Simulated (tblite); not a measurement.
Species: C8H17P.
Geometry (GFN2-xTB, Å), atoms numbered from 1 in this order:
```xyz
26
C8H17P angstrom
C      1.7584   -1.7927   -1.5241
C      1.5863   -0.9328   -0.5281
C      1.9881   -1.2510    0.8790
P      0.8410    0.6971   -0.9629
C      1.8410    1.7926    0.1528
C     -0.7296    0.6000    0.0740
C     -1.4607    1.9344   -0.0274
C     -1.5837   -0.5633   -0.4315
C     -2.7923   -0.8520    0.4527
H      1.4749   -1.5428   -2.5332
H      2.1839   -2.7737   -1.3740
H      1.1663   -1.0712    1.5706
H      2.8294   -0.6306    1.1856
H      2.2849   -2.2953    0.9593
H      2.8929    1.6655   -0.0976
H      1.6799    1.5698    1.2062
H      1.5721    2.8294   -0.0412
H     -0.4556    0.4207    1.1215
H     -2.3464    1.9403    0.6044
H     -1.7668    2.1177   -1.0557
H     -0.8185    2.7538    0.2888
H     -0.9613   -1.4616   -0.4801
H     -1.9177   -0.3415   -1.4481
H     -3.5019   -0.0289    0.4317
H     -3.3045   -1.7474    0.1072
H     -2.4812   -1.0138    1.4834
```

Calculated harmonic vibrations of the isolated species, GFN2-xTB (tblite), most abundant isotopes, no scaling. Errors from tens to a few hundred cm⁻¹ against measured bands are possible. One conformer, not necessarily the lowest.

Harmonic wavenumbers (cm⁻¹): 29.3, 54.8, 61.3, 120.1, 134.8, 168.9, 188.8, 208.7, 219.3, 238.8, 265.1, 292.0, 330.1, 352.6, 386.5, 423.1, 449.2, 631.8, 683.3, 700.8, 728.4, 812.0, 862.4, 870.6, 892.4, 903.4, 948.3, 973.0, 1001.5, 1015.5, 1030.9, 1036.5, 1081.3, 1143.1, 1157.2, 1197.4, 1210.8, 1254.7, 1301.5, 1313.4, 1346.9, 1390.3, 1408.5, 1410.3, 1414.6, 1443.3, 1464.0, 1482.1, 1484.9, 1488.1, 1496.9, 1500.0, 1505.2, 1515.7, 1678.7, 2879.6, 2953.7, 2971.7, 2990.9, 3003.7, 3006.8, 3012.8, 3013.9, 3019.9, 3021.2, 3023.2, 3023.4, 3030.8, 3034.3, 3042.6, 3072.8, 3109.7.

A = 1637, B = 1016, C = 781.8 MHz; mass 144.107 u (most abundant isotopes); point group C1, symmetry number 1.

Q: What is the zero-point energy?

A: ½Σν̃ = 49957 cm⁻¹ = 597.62 kJ/mol.

Q: What is S at 400 K and 1 bar for an ideal gas of classical rigid rotors and harmonic oscillators?

A: Translation 176.95, rotation 128.74, vibration 237.37: S = 543.1 J/(mol K).

Q: And Cp and H(400 K) − H(0)?

A: Cp = 258.89 J/(mol K), of which vibrations give 225.63 (their classical limit is 72 R = 598.6); H(400 K) − H(0) = 60.88 kJ/mol without the zero-point energy, 47.58 from vibrations.

Q: Which modes carry the vibrational entropy at 400 K?

A: 29.3 cm⁻¹: 27.03; 54.8 cm⁻¹: 21.83; 61.3 cm⁻¹: 20.90; 120.1 cm⁻¹: 15.36; 134.8 cm⁻¹: 14.41; 168.9 cm⁻¹: 12.58 J/(mol K); the other 66 give 125.26 together.

Q: What must be added to the electronic energy to get the Gibbs energy at 400 K and 1 bar?

A: ZPE + [H(400 K) − H(0)] − T·S = 597.62 + 60.88 − 217.23 = 441.27 kJ/mol.

Q: Blend soft modes into free rotors: weight 1/[1 + (100 cm⁻¹/ν̃)⁴] for the oscillator and the rest for a rotor with moment μB/(μ + B), μ = h/(8π²ν), B = 10⁻⁴⁴ kg m². What vibrational entropy results?

A: 216.20 J/(mol K) in place of 237.37, which changes −T·S at 400 K by +8.47 kJ/mol.

Hindered rotation and anharmonicity are outside this model. Other conformers, if any are populated, would add a mixing term that is left out. The structure is chiral; the term R ln 2 for an equal mix with its mirror image is left out.

On one thread of an Arm Neoverse V1, no GPU, shared host with 32 logical CPUs at a one-minute load of 13, this took 1.4 s. This covers the Hessian and the dipole derivatives.
